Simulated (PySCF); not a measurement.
## Exercise with solution: dipole moment from atomic charges

C3H3ClF2, SMILES F[C@@H]1[C@H](F)[C@H]1Cl. Atoms are numbered in the order given.

```xyz
9

F     -1.6378     0.2003     1.3939
C     -0.6303    -0.4381     0.7525
C     -0.6303    -0.4381    -0.7525
F     -1.6378     0.2003    -1.3939
C      0.3552     0.4091     0.0000
Cl     2.0779     0.0223     0.0000
H     -0.2738    -1.3308     1.2785
H     -0.2738    -1.3308    -1.2785
H      0.1372     1.4814     0.0000
```

Coordinates come from a B3LYP-D3(BJ)/def2-SVP optimisation. The structure was generated by enumeration; whether it is a known compound was not checked.

Charges (e) from PBE/def2-TZVP (PySCF):

| atom | IAO | ESP fit |
|---|---|---|
| F1 | -0.271 | -0.133 |
| C2 | 0.133 | 0.034 |
| C3 | 0.133 | 0.034 |
| F4 | -0.271 | -0.133 |
| C5 | -0.190 | -0.239 |
| Cl6 | -0.053 | -0.081 |
| H7 | 0.163 | 0.140 |
| H8 | 0.163 | 0.140 |
| H9 | 0.191 | 0.240 |

The dipole moment of the full density is 1.10 D.

Task: What dipole moment does each set of point charges give, and which comes closer to that of the density?

Result: 
μ = Σ q r, and 1 e Å = 4.8032 D.
IAO: Σ q r = (0.479, -0.455, 0.000) e Å, |μ| = 3.17 D.
ESP fit: Σ q r = (0.096, -0.200, 0.000) e Å, |μ| = 1.06 D.
ESP fit comes closer in size. Point charges leave out the atoms' own dipoles (lone pairs, polarised bonds); fits to the potential absorb them, partitions of the density don't.
